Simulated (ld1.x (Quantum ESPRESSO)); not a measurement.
## What one change does to a pseudopotential (palladium, TM)

* Element: Pd
* Generator: ld1.x (Quantum ESPRESSO) 7.5
* Type: norm-conserving Troullier–Martins (Kleinman–Bylander form)
* Functional: LDA (PZ)
* Relativity: scalar-relativistic
* Frozen core: [Ar] 3d10 4s2
* Valence charge: 16
* Reference configuration: 4p6 4d9 5s0 5p0 (charge +1)
* Partial waves: 5s (bound, empty): rc 1.80 bohr; 4p (bound): rc 1.70 bohr; 4d (bound): rc 1.20 bohr; 4f channel at 0.1 Ry: rc 1.40 bohr
* Local potential: all-electron potential smoothed inside 0.95 bohr (lloc = -1)
* Core correction: a·sin(br)/r model core inside 0.90 bohr

All-electron outer shells of the reference configuration (LDA (PZ), scalar-relativistic, ld1.x):

```json
{"shell": "4s", "level (eV)": "-96.79", "outermost node (bohr)": "0.45", "outermost maximum (bohr)": "0.85"}
{"shell": "4p", "level (eV)": "-62.63", "outermost node (bohr)": "0.46", "outermost maximum (bohr)": "0.91"}
{"shell": "4d", "level (eV)": "-14.89", "outermost node (bohr)": "0.45", "outermost maximum (bohr)": "1.09"}
{"shell": "5s", "level (eV)": "-11.38", "outermost node (bohr)": "1.14", "outermost maximum (bohr)": "2.42"}
{"shell": "5p", "level (eV)": "-6.39", "outermost node (bohr)": "1.29", "outermost maximum (bohr)": "3.07"}
```

Change: all radii but the core radius scaled by about 0.90 (s 1.62, p 1.52, d 1.08, f 1.26 bohr); local potential all-electron potential smoothed inside 0.86 bohr (lloc = -1).

Cutoffs: the cutoffs (Ry, on a coarse ladder) from which the occupation-weighted sum of valence levels, in a spherical-Bessel basis at the reference potential, stays within 10 and 1 mRy of its value at 400 Ry; they do not see the model core or the augmentation charge, which bear on the density cutoff. Errors are all-electron minus pseudo energies relative to the spin-unpolarised reference configuration.

Task: Predict the effect on cutoff, ghosts and configuration errors.

Result: The potential gets harder (80 Ry and 90 Ry → 90 Ry and 140 Ry); both files keep a bound ghost (s); the number of tests that count goes from 8 to 9; of the 8 tests that both files solve, the error grows in 1 and shrinks in 2 by more than 15 % and 0.3 meV (median size 25.1 → 18.5 meV). A smaller radius makes the pseudo-wave follow the all-electron one further in, where it bends more sharply, so more plane waves are needed.

| quantity | base | changed |
| --- | --- | --- |
| cutoff, loose | 80 Ry | 90 Ry |
| cutoff, tight | 90 Ry | 140 Ry |
| loose cutoff by channel (10 mRy a level) | p 30 Ry, d 55 Ry | p 30 Ry, d 60 Ry |
| bound ghosts | s | s |
| tests counted (converged, no solver errors) | 8 of 9 | 9 of 9 |
| error for 4p6 4d10 5s0 5p0, meV [ΔE -9.39 eV] | -0.8 | -1.1 |
| error for 4p6 4d8 5s0 5p0, meV [ΔE 21.08 eV] | -3.8 | -3.2 |
| error for 4p6 4d7 5s0 5p0, meV [ΔE 55.68 eV] | -20 | -19 |
| error for 4p6 4d9 5s0 5p1, meV [ΔE -4.07 eV] | +76 | +74 |
| error for 4p6 4d8 5s1 5p0, meV [ΔE 4.41 eV] | -77 | -19 |
| error for 4p6 4d6 5s0 5p0, meV [ΔE 105.23 eV] | -55 | -54 |
| error for 4p6 4d9 5s0 5p0 (spin-polarised), meV [ΔE -0.14 eV] | +7.2 | +6.8 |
| error for 4p6 4d8 5s0 5p0 (spin-polarised), meV [ΔE 20.45 eV] | +30 | +29 |

Base: Tests not counted: 4p6 4d9 5s1 5p0 (solver errors, printed error +4.2 eV). A true bound ghost makes a file unfit for plane-wave use even where its test errors are small: the radial tests pick states by their node count and pass the ghost by. Where a test does run into it, the solver fails or the error is huge.
